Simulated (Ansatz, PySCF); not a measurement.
This triplet lies 0.96 eV below the relaxed singlet at the level B3LYP/cc-pVTZ // PBE0-D3(BJ)/def2-TZVP (Ansatz, an electronic-structure program).

Cartesian coordinates (Å):
```xyz
7

N      3.1036    -0.7589     0.1075
C      1.9444    -0.4757     0.0704
C      0.6766    -0.1660     0.0297
Si    -1.0864     0.2657    -0.0385
H     -1.6045     0.3632     1.3478
H     -1.8055    -0.7965    -0.7832
H     -1.2284     1.5681    -0.7338
```
Charge 0, spin multiplicity 3.

Q: What is the computed highest occupied spin orbital, dipole moment and total energy (PySCF with PBE0-D3(BJ)/def2-TZVP)?

A: 
```yaml
highest_occupied_spin_orbital: -7.88 eV
dipole_moment: 3.40 D
total_energy: -421.9144 Ha
```
